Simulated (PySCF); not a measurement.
# Basis and Hamiltonian dependence of the electron affinity of Ti

Ti- [Ar] 3d3 4s2 (4F) → Ti [Ar] 3d2 4s2 (3F). All values are computed (PySCF 2.14, energy differences of UHF-based or UKS calculations, no spin-orbit coupling). Values in eV.

```json
{"basis": "aug-cc-pVDZ", "Hamiltonian": "non-relativistic", "functions": "59", "UHF": "-0.783", "PBE": "0.921", "PBE0": "0.540", "MP2 (valence)": "-0.582", "CCSD(T) (valence)": "-0.169", "CCSD(T) (valence and next inner shell)": "n/a"}
{"basis": "aug-cc-pVDZ-DK", "Hamiltonian": "spin-free X2C", "functions": "59", "UHF": "-0.925", "PBE": "0.813", "PBE0": "0.418", "MP2 (valence)": "-0.717", "CCSD(T) (valence)": "-0.277", "CCSD(T) (valence and next inner shell)": "n/a"}
{"basis": "ANO-RCC-VTZP", "Hamiltonian": "spin-free X2C", "functions": "59", "UHF": "-1.623", "PBE": "0.296", "PBE0": "-0.014", "MP2 (valence)": "-1.026", "CCSD(T) (valence)": "-0.768", "CCSD(T) (valence and next inner shell)": "-0.551"}
{"basis": "def2-TZVPPD", "Hamiltonian": "non-relativistic", "functions": "67", "UHF": "-1.220", "PBE": "0.728", "PBE0": "0.367", "MP2 (valence)": "-0.667", "CCSD(T) (valence)": "-0.353", "CCSD(T) (valence and next inner shell)": "-0.160"}
{"basis": "x2c-TZVPPall with one added diffuse shell each of s, p, d, f type", "Hamiltonian": "spin-free X2C", "functions": "80", "UHF": "-0.976", "PBE": "0.788", "PBE0": "0.388", "MP2 (valence)": "-0.711", "CCSD(T) (valence)": "-0.297", "CCSD(T) (valence and next inner shell)": "-0.110"}
{"basis": "aug-cc-pVTZ", "Hamiltonian": "non-relativistic", "functions": "93", "UHF": "-0.803", "PBE": "0.905", "PBE0": "0.516", "MP2 (valence)": "-0.611", "CCSD(T) (valence)": "-0.178", "CCSD(T) (valence and next inner shell)": "n/a"}
{"basis": "aug-cc-pVTZ-DK", "Hamiltonian": "spin-free X2C", "functions": "93", "UHF": "-0.946", "PBE": "0.794", "PBE0": "0.393", "MP2 (valence)": "-0.747", "CCSD(T) (valence)": "-0.285", "CCSD(T) (valence and next inner shell)": "n/a"}
{"basis": "def2-QZVPPD", "Hamiltonian": "non-relativistic", "functions": "93", "UHF": "-1.021", "PBE": "0.825", "PBE0": "0.459", "MP2 (valence)": "-0.568", "CCSD(T) (valence)": "-0.250", "CCSD(T) (valence and next inner shell)": "-0.037"}
{"basis": "dyall-av2z", "Hamiltonian": "non-relativistic", "functions": "101", "UHF": "-0.772", "PBE": "0.892", "PBE0": "0.516", "MP2 (valence)": "-0.625", "CCSD(T) (valence)": "-0.204", "CCSD(T) (valence and next inner shell)": "n/a"}
{"basis": "x2c-QZVPPall with one added diffuse shell each of s, p, d, f, g type", "Hamiltonian": "spin-free X2C", "functions": "121", "UHF": "-0.961", "PBE": "0.800", "PBE0": "0.398", "MP2 (valence)": "-0.734", "CCSD(T) (valence)": "n/a", "CCSD(T) (valence and next inner shell)": "n/a"}
{"basis": "aug-cc-pwCVTZ-DK", "Hamiltonian": "spin-free X2C", "functions": "127", "UHF": "-0.954", "PBE": "0.792", "PBE0": "0.391", "MP2 (valence)": "-0.743", "CCSD(T) (valence)": "n/a", "CCSD(T) (valence and next inner shell)": "-0.070"}
{"basis": "aug-cc-pwCVTZ", "Hamiltonian": "non-relativistic", "functions": "127", "UHF": "-0.812", "PBE": "0.903", "PBE0": "0.515", "MP2 (valence)": "-0.607", "CCSD(T) (valence)": "n/a", "CCSD(T) (valence and next inner shell)": "n/a"}
{"basis": "aug-cc-pVQZ-DK", "Hamiltonian": "spin-free X2C", "functions": "140", "UHF": "-0.943", "PBE": "0.798", "PBE0": "0.391", "MP2 (valence)": "-0.751", "CCSD(T) (valence)": "n/a", "CCSD(T) (valence and next inner shell)": "n/a"}
```

Extrapolation of MP2 (valence) from aug-cc-pVTZ-DK and aug-cc-pVQZ-DK: the correlation parts are 0.199 and 0.193 eV; with the X⁻³ form and unrounded values, (4³ × 0.193 − 3³ × 0.199)/(4³ − 3³) = 0.188 eV, and adding the Hartree-Fock value -0.943 eV of the larger basis gives -0.755 eV.

Frozen in the all-electron rows: valence: [Ar]; valence and next inner shell: [Ne].

At UHF, ANO-RCC-VTZP, def2-TZVPPD lie more than 0.3 eV from the median of the rows with comparable relativity. Of these, ANO-RCC-VTZP has no diffuse functions of the l that the added or promoted electron needs.

Non-relativistic rows lack the scalar-relativistic shift.

In most of these bases the highest occupied level of the anion is positive at UHF, PBE, PBE0, so the basis helps to hold the electron.

Between the lowest levels the reference is 0.076 eV (measured; photodetachment measurements, as compiled on the Wikipedia data page of electron affinities); it includes spin-orbit coupling, which these numbers lack.
